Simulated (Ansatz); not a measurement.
A nudged elastic band was laid between two geometries of BF2H + H2S (7 atoms, charge 0, multiplicity 1).

Method: RKS B3LYP/6-31G* (Ansatz).

```json
{
 "movable images": "5",
 "climbing image": "yes",
 "spring": "5.0 eV/Å²",
 "optimiser": "quadratic models (default)",
 "start path": "through a guess of the saddle point",
 "force threshold": "0.03 eV/Å",
 "iteration limit": "60",
 "end points": "relaxed"
}
```

Initial state:

```xyz
7
Properties=species:S:1:pos:R:3
B 0.057 0.488 -0.110
F -0.050 0.821 1.166
H 1.113 0.494 -0.655
F -1.054 0.237 -0.784
S 0.324 -2.654 0.731
H -0.897 -3.001 0.275
H -0.133 -2.413 1.978
```

Final state:

```xyz
7
Properties=species:S:1:pos:R:3
B 0.115 -0.502 -0.405
F -0.200 0.068 2.115
H 1.075 0.196 -0.454
F -1.073 -0.062 -0.782
S 0.344 -2.262 0.052
H -0.952 -2.629 -0.066
H 0.051 -0.839 2.142
```

Q: Which bonds break or form, and what moves?

A: Bonds broken: B1–F2, S5–H7. Bonds formed: B1–S5, F2–H7. BF2H + H2S becomes BFH2S + FH.

Q: Give the energies along the band, and the barrier.

A: The forces met the threshold. The highest image is number 4 of 0 to 6, 1.55 eV above the first end and 0.38 eV above the last; the last end lies 1.17 eV above the first. A vibrational analysis at the climbing image gives one clearly imaginary mode, 851i cm⁻¹: a first-order saddle point. The orbitals stay closed-shell, which can raise the energy where a bond breaks towards radicals; this wasn't checked here.

```tsv
image	path coordinate (Å)	energy (eV)	B1–F2 (Å)	S5–H7 (Å)	B1–S5 (Å)
0	0.00	0.00	1.32	1.35	3.26
1	0.55	0.01	1.33	1.35	3.18
2	1.09	0.10	1.33	1.35	2.86
3	1.63	0.61	1.39	1.38	2.36
4	2.18	1.55	1.62	1.70	2.02
5	2.71	1.27	2.11	2.18	1.88
6	3.24	1.17	2.60	2.55	1.83
```

Q: What is the geometry of the highest image?

A: 
```xyz
7
Properties=species:S:1:pos:R:3
B 0.074 -0.281 -0.044
F -0.156 -0.001 1.539
H 1.089 0.248 -0.367
F -1.078 -0.027 -0.673
S 0.352 -2.243 0.367
H -0.936 -2.605 0.176
H 0.016 -1.120 1.604
```

Q: What are the harmonic wavenumbers there?

A: 851i, 258, 336, 394, 465, 563, 745, 784, 1033, 1087, 1097, 1277, 1633, 2681, 2712 cm⁻¹.

The run took 4.5 min on 1 thread of Arm Neoverse V2, on a shared host, peak memory 0.13 GiB.
